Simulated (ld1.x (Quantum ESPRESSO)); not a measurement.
# What the settings do to the TM potential of bromine

Base potential:

ld1.x (Quantum ESPRESSO) 7.5 input, shortened:

```
&input
   title='Br', zed=35., rel=1, dft='PBESOL', iswitch=3,
   config='[Ar] 3d10 4s2 4p5'
 /
 &inputp
   pseudotype=2, tm=.true., lloc=0,
   nlcc=.false.
 /
2
4P  2  1   5.00   0.00  1.40  1.40  0.0
4S  1  0   2.00   0.00  1.20  1.20  0.0
 &test
   configts(1)='4s2 4p5'
 /
```

All-electron outer shells of the reference configuration (PBEsol, scalar-relativistic, ld1.x):

```csv
shell,level (eV),outermost node (bohr),outermost maximum (bohr)
3p,-173.26,0.21,0.48
3d,-66.71,–,0.43
4s,-20.13,0.67,1.41
4p,-7.85,0.70,1.66
```

Cutoffs, loose and tight: the cutoffs (Ry, on a coarse ladder) from which the occupation-weighted sum of valence levels, in a spherical-Bessel basis at the reference potential, stays within 10 and 1 mRy of its value at 400 Ry. They do not see the model core or the augmentation charge, which bear on the density cutoff. Test errors are all-electron minus pseudo excitation energies from the reference, over the configurations 4s2 4p4; 4s2 4p3; 4s2 4p2; 4s1 4p5; 4s2 4p4.5; 4s2 4p5.3; 4s2 4p1. A dash means not determined; rows that change the core or the reference have their own tests.

A true bound ghost makes a file unfit for plane-wave use even where its test errors are small: the radial tests pick states by their node count and pass the ghost by.

| change | outcome | cutoff, loose | cutoff, tight | bound ghosts | largest test error (meV) |
| --- | --- | --- | --- | --- | --- |
| base | generated | 55 Ry | 120 Ry | p | -71 |
| all radii scaled by about 0.85 (s 1.02, p 1.20 bohr) | generated | 140 Ry | over 300 Ry | p | -48 |
| all radii scaled by about 0.92 (s 1.10, p 1.28 bohr) | generated | 110 Ry | 230 Ry | p | -130 |
| all radii scaled by about 1.03 (s 1.24, p 1.44 bohr) | generated | 50 Ry | 110 Ry | p | -60 |
| all radii scaled by about 1.13 (s 1.36, p 1.58 bohr) | generated | 45 Ry | 70 Ry | none | -46 |
| all radii scaled by about 1.23 (s 1.48, p 1.72 bohr) | generated | 45 Ry | 70 Ry | none | -50 |

(1) What comes out with this change to the base: all radii scaled by about 1.35 (s 1.62, p 1.90 bohr)?

(2) What comes out with this change to the base: all radii scaled by about 1.28 (s 1.54, p 1.78 bohr)?

(3) What comes out with this change to the base: all radii scaled by about 0.76 (s 0.92, p 1.06 bohr)?

## Answers

(1) outcome: generated; cutoff, loose: 40 Ry; cutoff, tight: 60 Ry; bound ghosts: p; largest test error (meV): -80.

(2) outcome: generated; cutoff, loose: 45 Ry; cutoff, tight: 70 Ry; bound ghosts: p; largest test error (meV): -54.

(3) outcome: generated; cutoff, loose: 260 Ry; cutoff, tight: over 300 Ry; bound ghosts: p; largest test error (meV): +315.

Reading the sweep of the scale of all radii (base = 1) (base included, trends over the rows without a ghost): Bound ghosts are found at 0.76, 0.85, 0.92, 1, 1.03, 1.28, 1.35.
